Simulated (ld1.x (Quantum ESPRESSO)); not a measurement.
**PBEsol TM dataset for beryllium, non-relativistic all-electron reference.**

```
Element                 : Be (Z = 4)
Generator               : ld1.x (Quantum ESPRESSO) 7.5
Type                    : norm-conserving Troullier–Martins (Kleinman–Bylander form)
Functional              : PBEsol
Relativity              : non-relativistic
Frozen core             : none
Valence charge          : 4
Reference configuration : 1s2 2s1 2p1
Partial waves           : 2p (bound): rc 3.95 bohr; 1s (bound): rc 0.50 bohr
Local potential         : the s channel
Core correction         : none
```

Occupied shells without a wave of their own: 2s. They enter only through the test configuration that unscreens the potential.

All-electron outer shells of the reference configuration (PBEsol, non-relativistic, ld1.x):

| shell | level (eV) | outermost node (bohr) | outermost maximum (bohr) |
| --- | --- | --- | --- |
| 1s | -106.86 | – | 0.27 |
| 2s | -6.10 | 0.59 | 2.04 |
| 2p | -2.50 | – | 2.26 |

(1) Estimate the cutoffs (Ry, on a coarse ladder) from which the occupation-weighted sum of valence levels, in a spherical-Bessel basis at the reference potential, stays within 10 and 1 mRy of its value at 400 Ry.

(2) What does a ghost test show?

(3) Which valence shell sets the plane-wave cutoff?

(4) Tests: 1s2 2s2 2p0; 1s2 2s1 2p0; 1s2 2s0 2p0; 1s2 2s0 2p1; 1s1 2s2 2p0; 1s2 2s0 2p2; 1s2 2s1.5 2p0. Which has the largest error in its energy relative to the reference configuration, and how large is it?

## Answers

(1) 300 Ry and over 300 Ry.

(2) No extra level below or beside the all-electron valence levels (p, s, d, f tested).

(3) 1s: its level needs over 300 Ry to come within 1 mRy, against 260 Ry for 2s.

(4) 1s1 2s2 2p0, with +512 meV (all-electron minus pseudo) on +123.76 eV.
